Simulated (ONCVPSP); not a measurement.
oxygen: variants of one ONCV potential

Base potential:

```json
{"Element": "oxygen", "Generator": "ONCVPSP 4.0.1", "Type": "optimised norm-conserving Vanderbilt (ONCV)", "Functional": "PBEsol", "Relativity": "scalar-relativistic", "Frozen core": "[He]", "Valence charge": "6", "Reference configuration": "2s2 2p3.5 (charge +0.5)", "Partial waves": "2s: rc 0.85 bohr, ncon 4, nbas 8, qcut 9.9 1/bohr, 2 projectors, debl 2.9 Ha; 2p: rc 1.40 bohr, ncon 3, nbas 6, qcut 9.9 1/bohr, 2 projectors, debl 3.3 Ha; d scattering state at 0.13 Ha: rc 0.85 bohr, ncon 4, nbas 7, qcut 10.1 1/bohr, local", "Local potential": "the d channel", "Core correction": "Teter function, fcfact 5, rcfact 1.5"}
```

All-electron outer shells of the reference configuration (PBEsol, scalar-relativistic, ld1.x):

```
shell  level (eV)  outermost node (bohr)  outermost maximum (bohr)
   1s     -521.49                      –                      0.13
   2s      -31.23                   0.28                      0.87
   2p      -16.21                      –                      0.81
```

Cutoffs, loose and tight: the cutoffs (Ha) at which the residual kinetic energy of the hardest occupied pseudo-wave falls to 1 and 0.1 mHa per electron. They do not see the model core or the augmentation charge, which bear on the density cutoff. Test errors are all-electron minus pseudo excitation energies from the reference, over the configurations 2s2 2p4; 2s2 2p3; 2s2 2p2; 2s2 2p1. A dash means not determined; rows that change the core or the reference have their own tests.

1 further variants are left out, since the program set their typed debl aside.

```csv
change,outcome,"cutoff, loose","cutoff, tight",bound ghosts,GHOST(+) flags above zero,largest test error (meV)
base,generated,40 Ha,54 Ha,none,none,+498
"core correction Teter function, fcfact 4, rcfact 1.5",generated,40 Ha,54 Ha,none,none,+498
```

Problem. What comes out with this change to the base: all radii but the core radius scaled by about 1.08 (s 0.92, p 1.50, d 0.92 bohr)?

Solution. outcome: generated; cutoff, loose: 38 Ha; cutoff, tight: 48 Ha; bound ghosts: none; GHOST(+) flags above zero: none; largest test error (meV): +582.

Problem. What comes out with this change to the base: s: ncon 3, nbas 7?

Solution. outcome: generated; cutoff, loose: 38 Ha; cutoff, tight: 48 Ha; bound ghosts: none; GHOST(+) flags above zero: none; largest test error (meV): +503.
